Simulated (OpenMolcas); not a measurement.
Re6+ among 2 point charges of -2.5 e arranged as a linear pair (D∞h).

```
Program             : OpenMolcas 26.06
Method              : CASSCF
Basis               : ANO-RCC-VDZP [7s6p4d2f1g]
Scalar Hamiltonian  : DKH2, point nucleus
Active space        : 1 electron in 5 orbitals (5d)
State averaging     : 2S+1 = 2 even, 5 roots
Spin-orbit coupling : RASSI with atomic mean-field integrals over the reference wave functions
```

All point charges move together. At R = 2.15 Å the first state of the same spin is 14573 cm-1, and at R = 2.24 Å it is 13039 cm-1.

Task: A third run gives 17223 cm-1. What distance was it run at?

Result: With a power law R^-n the two known points give n = -ln(13039 / 14573) / ln(2.24 / 2.15) = 2.71. Then R = 2.15 × (14573 / 17223)^(1/2.71) = 2.021 Å. The run was at 2.02 Å, so the estimate is off by +0.001 Å.

This is an electrostatic model: the charges have no orbitals. No measured value stands beside these numbers.
